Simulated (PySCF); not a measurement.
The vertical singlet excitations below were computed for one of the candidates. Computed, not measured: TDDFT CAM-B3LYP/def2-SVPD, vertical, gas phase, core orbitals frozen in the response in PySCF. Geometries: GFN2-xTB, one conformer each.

| state | λ (nm) | f |
| --- | --- | --- |
| S1 | 262.8 | 0.0016 |
| S2 | 214.8 | 0.365 |
| S3 | 194.5 | 0.096 |
| S4 | 179.2 | 0.0058 |
| S5 | 176.2 | 0.013 |
| S6 | 171.8 | 0.0097 |
| S7 | 170.6 | 0.0010 |
| S8 | 170.4 | 0.037 |

Orbital energies (eV): HOMO-3 -10.68, HOMO-2 -9.33, HOMO-1 -8.84, HOMO -8.64, LUMO -0.05, LUMO+1 1.00, LUMO+2 1.36.

Question: Which candidate is it? All have the formula C5H9NOSi.
A. `O=CNC1=C[SiH2]CC1`
B. `C(=O)(C1C[C@H]([SiH3])C=1)N`
C. `C#C[SiH2]CNC(C)=O`

Answer: B. Its S1, at 4.72 eV, is the lowest among the candidates; the nearest of the others has S1 at 5.36 eV. S1 is HOMO-1→LUMO (79%), HOMO→LUMO (14%). Löwdin shares by element: HOMO carbon 60% or more, oxygen 14% (atoms not listed hold the other 26%); LUMO carbon 60% or more, oxygen 12% (atoms not listed hold the other 29%). At the same level the other candidates give, for their lowest levels:
- `C#C[SiH2]CNC(C)=O`: 207 nm (f 0.000); 202 nm (f 0.002); 193 nm (f 0.002); 187 nm (f 0.000); 184 nm (f 0.001); T1 5.11 eV; HOMO -8.73, LUMO 0.85 eV
- `O=CNC1=C[SiH2]CC1`: 231 nm (f 0.002); 216 nm (f 0.496); 207 nm (f 0.001); 185 nm (f 0.007); 183 nm (f 0.001); T1 3.87 eV; HOMO -8.03, LUMO 0.46 eV

The values belong to the conformer `[NH2:1][C:2](=[O:3])[C:4]1=[CH:5][C@@H:6]([SiH3:7])[CH2:8]1`: N1–C2–C4–C5 180°, H–N1–C2–O3 1°, H–N1–C2–O3 179°.
Triplets come from the Tamm–Dancoff approximation.
